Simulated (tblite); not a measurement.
Species: C₉H₁₀P (charge +1).
InChI=1S/C9H9P/c1-10-7-6-8-4-2-3-5-9(8)10/h2-7H,1H3/p+1/t10-/m0/s1

Calculated harmonic vibrations of the isolated species, GFN2-xTB (tblite), most abundant isotopes, no scaling. This tight-binding method is rough: wavenumbers can miss measured ones by several per cent, in bad cases by 10 to 20. Modes of hydrogen on phosphorus can be 10 to 20 % off.

Harmonic wavenumbers (cm⁻¹): 88.2, 118.0, 160.0, 207.1, 213.2, 332.6, 364.8, 413.9, 449.7, 492.8, 495.4, 608.8, 643.5, 683.8, 716.0, 724.2, 764.6, 776.8, 788.4, 828.4, 832.3, 878.1, 888.6, 896.5, 922.1, 933.1, 938.1, 1027.5, 1067.5, 1072.8, 1148.0, 1169.7, 1189.7, 1230.1, 1265.9, 1304.7, 1342.9, 1381.0, 1382.2, 1405.8, 1428.6, 1538.0, 1565.4, 1574.1, 2383.1, 2984.9, 2990.5, 2992.1, 3089.9, 3099.8, 3105.3, 3106.7, 3114.5, 3117.5.

A = 2271, B = 977.9, C = 726.3 MHz; mass 149.052 u (most abundant isotopes); point group C1, symmetry number 1.

Problem. Zero-point energy?

Solution. ½Σν̃ = 34119 cm⁻¹ = 408.15 kJ/mol.

Problem. Give the ideal-gas entropy at 500 K and 1 bar in the rigid-rotor, harmonic-oscillator model (classical rotation).

Solution. Translation 182.01, rotation 130.62, vibration 187.51: S = 500.1 J/(mol K).

Problem. And Cp and H(500 K) − H(0)?

Solution. Cp = 256.55 J/(mol K), of which vibrations give 223.30 (their classical limit is 54 R = 449.0); H(500 K) − H(0) = 70.06 kJ/mol without the zero-point energy, 53.43 from vibrations.

Problem. What must be added to the electronic energy to get the Gibbs energy at 500 K and 1 bar?

Solution. ZPE + [H(500 K) − H(0)] − T·S = 408.15 + 70.06 − 250.07 = 228.14 kJ/mol.

Problem. Blend soft modes into free rotors: weight 1/[1 + (100 cm⁻¹/ν̃)⁴] for the oscillator and the rest for a rotor with moment μB/(μ + B), μ = h/(8π²ν), B = 10⁻⁴⁴ kg m². What vibrational entropy results?

Solution. 182.49 J/(mol K) in place of 187.51, which changes −T·S at 500 K by +2.51 kJ/mol.

Problem. Which modes carry the vibrational entropy at 500 K?

Solution. 88.2 cm⁻¹: 19.74; 118.0 cm⁻¹: 17.33; 160.0 cm⁻¹: 14.84; 207.1 cm⁻¹: 12.74; 213.2 cm⁻¹: 12.51; 332.6 cm⁻¹: 8.99 J/(mol K); the other 48 give 101.37 together.

Hindered rotation and anharmonicity are outside this model. The structure is chiral; the term R ln 2 for an equal mix with its mirror image is left out.
